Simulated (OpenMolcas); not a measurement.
# Rh5+: moving or changing the point charges

Rh5+ among 6 point charges of -1 e arranged as a tetragonal octahedron (D4h), 2.25 Å from the ion, with the axial distance 2.340 Å.
```
   2.2500    0.0000    0.0000  -1.00
   0.0000    2.2500    0.0000  -1.00
  -2.2500    0.0000    0.0000  -1.00
   0.0000   -2.2500    0.0000  -1.00
   0.0000    0.0000    2.3400  -1.00
   0.0000    0.0000   -2.3400  -1.00
```

```yaml
Program: OpenMolcas
Method: CASSCF
Basis: ANO-RCC-VTZP [7s6p4d2f1g]
Scalar_Hamiltonian: DKH2, point nucleus
Active_space: 4 electrons in 5 orbitals (4d)
State_averaging: 2S+1 = 5 even, 5 roots; 2S+1 = 3 even, 45 roots; 2S+1 = 1 even, 50 roots
Spin-orbit_coupling: state interaction with AMFI integrals over the reference wave functions
```

Runs around this geometry, states (labels of D4, the rotations of D4h). Energies in cm-1 above the lowest state or level, χT in cm3 K/mol.

| R (Å) | q (e) | Axial / equatorial distance | Ground state | First state of that spin | First gap with spin-orbit (degeneracies) | χT at 300 K | First state of another spin |
| --- | --- | --- | --- | --- | --- | --- | --- |
| 2.25 | -1 | 0.96 | 5A1 | 5B1 792.9 | 455.3 (1, 2) | 0.689 | 3A2 21175 |
| 2.25 | -0.65 | 1.04 | 5B1 | 5A1 439.3 | 476.3 (1, 1) | 0.553 | 3E 21302 |
| 2.04 | -1 | 1.04 | 5B1 | 5A1 920.8 | 287.6 (1, 1) | 0.840 | 3E 20926 |
| 2.25 | -1 | 1.04 | 5B1 | 5A1 673.8 | 388.9 (1, 1) | 0.637 | 3E 21243 |
| 2.39 | -1 | 1.04 | 5B1 | 5A1 556.1 | 436.7 (1, 1) | 0.578 | 3E 21317 |

Taking the first state of the same spin as R^-n, n = -ln(556.1 / 920.8) / ln(2.39 / 2.04) = 3.2 between the shortest and longest distance.

Scaling the charges by -0.65 / -1 = 0.65 scales the first state of the same spin by 439.3 / 673.8 = 0.65; with fixed orbitals a first-order splitting would follow the charge.

The ground state changes within this set.

Without dynamic correlation the repulsion within the d shell is too large (B by tens of per cent), so at a given field states of lower spin stand too high. Point charges give a weaker field than real ligands, and real ions of this kind are as a rule low spin; the high spin found here belongs to the model. The ground term spreads over less than 5000 cm-1, several times less than with real ligands, so orbital moments are less quenched and χT lies further from the spin-only value than at real sites. Spin-orbit coupling mixes the spin-free states strongly: the lowest level takes only 44 % from its leading state, 5A1 (figures for R = 2.25, q = -1, ratio = 0.96; the like holds for R = 2.25, q = -0.65, ratio = 1.04, R = 2.04, q = -1, ratio = 1.04, R = 2.25, q = -1, ratio = 1.04, R = 2.39, q = -1, ratio = 1.04). Point charges carry no covalency, so the field is a model and not that of real ligands. A group larger than the point group allows holds several states that coincide in this model. No measured value stands beside these numbers.
